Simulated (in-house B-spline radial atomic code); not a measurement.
Settings and results of a run for the caesium ion Cs⁵⁺. Method: Dirac-Kohn-Sham PBE0, spherical fractional occupations, Fermi nucleus of rms radius 4.8041 fm. Calculated with a B-spline radial code for spherical atoms.

Command:
```bash
python run_scf.py task.json out
```
Settings (nuclear radius in fm, mass in u):
```
Z                55
configuration    [Kr] 4d10 5s2 5p2
hamiltonian      dirac
method           pbe0
spin_polarised   False
nucleus          fermi
rms_radius       4.8041
atomic_mass      132.90545
speed_of_light   137.035999084
```

Output (hartree, bohr):
```
 radial grid: 68 intervals, B-splines of order 8, outer radius 25.4386 bohr

 iter        energy (Eh)    residual
    1       -7763.429663    8.65e-01
    2       -7776.615415    5.99e-01
    3       -7783.383771    1.43e-01
    4       -7783.782047    3.81e-02
    5       -7783.798940    1.73e-02
    6       -7783.804936    2.64e-03
    7       -7783.804977    8.06e-05
    8       -7783.804977    1.62e-05
    9       -7783.804977    1.90e-07

 total energy                     -7783.80498
 kinetic                            8288.2855
 electron-nucleus                 -18820.1489
 Hartree                            2938.7299
 exact exchange                      -46.8603
 exchange-correlation               -143.8111

 first-order corrections (not in the total)
   Gaunt                             6.8660
   retardation                      -0.7114
   frequency dependence             -0.0702
   self-energy                       4.6921
   Uehling                          -0.6608
   Wichmann-Kroll                    0.0161
   recoil                            0.0215

 orbital      occ     eigenvalue          <r>       <r^2>       <1/r>       r_max    small
 1s1/2      2.000     -1320.5356    0.0261076 0.000925007     59.3973     0.01678  4.12e-02
 2s1/2      2.000      -209.8677     0.111653   0.0147641      13.924       0.095  8.87e-03
 2p1/2      2.000      -197.4347    0.0940519   0.0108916     13.8967     0.07272  8.89e-03
 2p3/2      4.000      -184.4760    0.0999317   0.0121659     12.7293     0.07769  8.41e-03
 3s1/2      2.000       -45.7592     0.298287     0.10181      4.9965      0.2725  2.67e-03
 3p1/2      2.000       -40.5551     0.288415   0.0966696     4.90497      0.2592  2.61e-03
 3p3/2      4.000       -38.0548     0.300105    0.104453     4.61709        0.27  2.48e-03
 3d3/2      4.000       -28.9411     0.271078   0.0868734     4.47253      0.2186  2.35e-03
 3d5/2      6.000       -28.4122     0.274765   0.0891098     4.39875      0.2217  2.32e-03
 4s1/2      2.000       -10.5390     0.693673    0.542879     2.03334      0.6425  7.86e-04
 4p1/2      2.000        -8.6459      0.71944    0.588588     1.92639      0.6565  7.23e-04
 4p3/2      4.000        -8.1327     0.745982    0.632556     1.83514      0.6802  6.83e-04
 4d3/2      4.000        -5.0333     0.822747    0.785101     1.60788      0.7148  5.46e-04
 4d5/2      6.000        -4.9471     0.832576    0.803766     1.58494      0.7229  5.35e-04
 5s1/2      2.000        -2.9476      1.61097     2.89399    0.820397       1.489  1.84e-04
 5p1/2      0.667        -2.3487      1.77295     3.51494    0.738167       1.623  1.54e-04
 5p3/2      1.333        -2.2635      1.82943     3.73976    0.711185       1.678  1.46e-04
```

Time taken, with all properties: 3 s on 1 thread of Arm Neoverse N1, with other jobs on the host.

For the Dirac Hamiltonian the kinetic term is c α·p + (β - 1)c².

Caution: exact exchange at fractional occupations of open shells leaves self-interaction of up to several eV.
